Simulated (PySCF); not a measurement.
La¹⁴⁺: ionisation energy

La¹⁴⁺ [Kr] 4d7 (4F) → La¹⁵⁺ [Kr] 4d6 (5D), as a difference of total energies. Calculation: PySCF 2.14, in an even-tempered Gaussian basis (21 s from 0.53 bohr⁻², ratio 2.5; 15 p from 0.68 bohr⁻², ratio 2.5; 10 d from 0.68 bohr⁻², ratio 2.5; 4 f from 4.5 bohr⁻², ratio 2.7; 4 g from 6.8 bohr⁻², ratio 2.7); scalar relativity by spin-free X2C-1e. Correlated levels: outer shells: [Ar] 3d10 frozen; virtual orbitals above 40 to 60 times the deepest correlated orbital energy dropped. The calculations carry no spin-orbit coupling.

```json
{"method": "UHF", "ionisation energy (eV)": "363.57"}
{"method": "LDA", "ionisation energy (eV)": "365.24"}
{"method": "PBE", "ionisation energy (eV)": "365.10"}
{"method": "PBE0", "ionisation energy (eV)": "365.17"}
{"method": "r2SCAN", "ionisation energy (eV)": "365.13"}
{"method": "MP2 (outer shells)", "ionisation energy (eV)": "364.30"}
{"method": "SCS-MP2 (outer shells)", "ionisation energy (eV)": "364.36"}
```

**Question.** How much does correlation contribute at MP2 (outer shells)?

**Answer.** 364.30 − (363.57) = 0.73 eV, measured against UHF.

A first-order spin-orbit estimate (lowest level to lowest level, LS coupling) adds 0.595 eV.

Breit and QED terms and the two-electron picture change are absent.

For comparison: 364 ± 3 eV (theoretical estimate listed by NIST; NIST Atomic Spectra Database, ionization energies).
